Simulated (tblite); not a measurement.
A tight-binding relaxation on `c1(c([S])cccc1)C` [radical].

Computed with GFN2-xTB geometry optimisation, gas phase (tblite 0.8.0). Start geometry: from a force field or distance geometry. A driver script takes a list of jobs; this job's settings line and coordinates (Å) are shown.

Command:
```bash
OMP_NUM_THREADS=1 python probes_run.py task.json out
```

Input:
```
{"job": {"kind": "relax", "xc": "GFN2-xTB", "basis": "xTB"}, "charge": 0, "multiplicity": 2}
C     -2.168100    -0.387000    -0.120600
C     -0.702700    -0.116300    -0.048900
C      0.201600    -1.202300    -0.199300
C      1.573600    -1.002300    -0.145700
C      2.086800     0.260600     0.100700
C      1.215400     1.342000     0.255200
C     -0.163800     1.161300     0.189200
S     -1.196800     2.633000     0.424500
H     -2.663300    -0.126900     0.824300
H     -2.387500    -1.445100    -0.302000
H     -2.629000     0.177600    -0.945500
H     -0.198500    -2.200400    -0.381500
H      2.239600    -1.851400    -0.255600
H      3.163300     0.422400     0.143800
H      1.624800     2.342900     0.439600
```

Output:
```
step      E/eV     max force
  0    -591.97001    1.697
  1    -592.05009    1.296
  2    -592.08997    0.569
  3    -592.11002    0.635
  4    -592.11777    0.252
  5    -592.12155    0.168
  6    -592.12375    0.147
  7    -592.12629    0.152
  8    -592.12846    0.110
  9    -592.13005    0.108
... (6 lines left out)
 16    -592.13510    0.052
 17    -592.13540    0.044
 18    -592.13559    0.026
 19    -592.13569    0.023
 20    -592.13577    0.025
 21    -592.13584    0.024
 22    -592.13589    0.015
 23    -592.13592    0.012
 24    -592.13594    0.011
 25    -592.13595    0.008
```

«max force» is the largest atomic force in eV/Å.

From which step on does the largest force stay under 0.1 eV/Å, and how much energy is left to gain from there?

From step 11 (0.100 eV/Å), 3.9 meV above the end.

In short: energy lowered by 3.8 kcal/mol over 25 steps; largest atomic force 0.008 eV/Å at the end.

Give the final coordinates.

0.052 Å rms from the input after alignment:
```
atom  x, y, z in Å
C1    -2.1647   -0.3687   -0.1162
C2    -0.6890   -0.1539   -0.0443
C3     0.2024   -1.2010   -0.2020
C4     1.5724   -0.9997   -0.1345
C5     2.0784    0.2734    0.0952
C6     1.2158    1.3342    0.2553
C7    -0.1695    1.1369    0.1886
S8    -1.2174    2.4857    0.3940
H9    -2.6364   -0.0582    0.8159
H10   -2.3979   -1.4139   -0.3006
H11   -2.5951    0.2374   -0.9132
H12   -0.1831   -2.1945   -0.3817
H13    2.2454   -1.8342   -0.2609
H14    3.1445    0.4333    0.1485
H15    1.5898    2.3310    0.4341
```

The run took 0.14 s wall on Arm Neoverse V2, one thread, on a shared host.
Labels such as C1 count atoms from 1, the log's own numbers from 0.
